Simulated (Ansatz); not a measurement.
```yaml
crystal:
  periodic: [false, false, false]
  atoms:
    - {symbol: F, position_ang: [-2.372409, -0.044616, 0.355055]}
    - {symbol: Sn, position_ang: [-0.643069, -0.060922, -0.536170]}
    - {symbol: As, position_ang: [1.073976, -0.440323, 1.309015]}
    - {symbol: H, position_ang: [-0.752131, -1.312385, -1.636221]}
    - {symbol: H, position_ang: [-0.640893, 1.441849, -1.279771]}
    - {symbol: H, position_ang: [1.244083, 0.985003, 1.536889]}
    - {symbol: H, position_ang: [2.185928, -0.595150, 0.254439]}
basis:
  gaussian: {orbitals: x2c-TZVPPall, point_charges: [{charge: 2.00, position_ang: [6.129, 0.409, -0.198]}]}
hamiltonian: {xc: {name: CCSD(T)}, dispersion: d3bjatm}
output: {forces: true}
```

```sh
$ ansatz run in.yaml --threads 2 --pin off --events-out ev --progress --plain --max-ram 4352MiB
```

Output, abridged:

```
Error: YAML parse error: error: line 13 column 19: hamiltonian.xc: no functional is named "CCSD(T)"; the names, which are not case-sensitive, are SVWN5, SPW92, PBE, PBE0, PBEsol, revPBE, revPBE0, RPBE, rPW86-PBE, HSE06, wPBEh, LC-wPBE, HISS, HF, BLYP, B3LYP, B3LYP5, BHLYP, CAM-B3LYP, r2SCAN, r2SCANh, r2SCAN0, r2SCAN50, m-r2SCAN, B97, wB97, wB97X, wB97X-V, B97M-V, wB97M-V, B2PLYP, B2GP-PLYP, PBE0-DH, PBE-QIDH
11 | basis:
12 |   gaussian: {orbitals: x2c-TZVPPall, point_charges: [{charge: 2.00, position_ang: […
13 | hamiltonian: {xc: {name: CCSD(T)}, dispersion: d3bjatm}
14 | output: {forces: true}
```

**Question.** What is wrong with this run?

**Answer.** The method's name isn't one that the program takes here. The input was rejected before any iteration.

HSE06 is defined as in plane-wave codes.
